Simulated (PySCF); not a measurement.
# Zinc: a sound run and one with changed settings

Sound run: Zn²⁺ [Ar] 3d10, Zn³⁺ [Ar] 3d9. Computed with PySCF 2.14 in jorge-DZP-DKH (8s6p2d1f, 43 functions), with scalar relativity by spin-free X2C-1e. The sound run starts from symmetry-adapted Hartree-Fock orbitals and uses a fine grid where one is needed.

Changed run: radial step 1.2 in ln r (0.13 in the sound run). This setting is unsound on purpose.

| species | method | sound run (hartree) | changed run (hartree) | converged |
| --- | --- | --- | --- | --- |
| Zn²⁺ | UHF | -1793.17385 | -1793.17385 | yes |
| Zn²⁺ | PBE | -1794.44162 | -1799.83493 | yes |
| Zn²⁺ | MN15 | -1795.98213 | -1791.60140 | yes |
| Zn³⁺ | UHF | -1791.80976 | -1791.80976 | yes |
| Zn³⁺ | PBE | -1792.96828 | -1798.42898 | yes |
| Zn³⁺ | MN15 | -1794.50716 | -1790.04048 | yes |

Ionisation energy of Zn²⁺:

| method | sound run (eV) | changed run (eV) |
| --- | --- | --- |
| UHF | 37.119 | 37.119 |
| PBE | 40.092 | 38.258 |
| MN15 | 40.136 | 42.475 |

A coarse radial grid mis-integrates the density and the exchange-correlation energy, with errors of either sign; Hartree-Fock needs no grid.

For comparison, NIST gives 39.723 eV between the lowest levels.
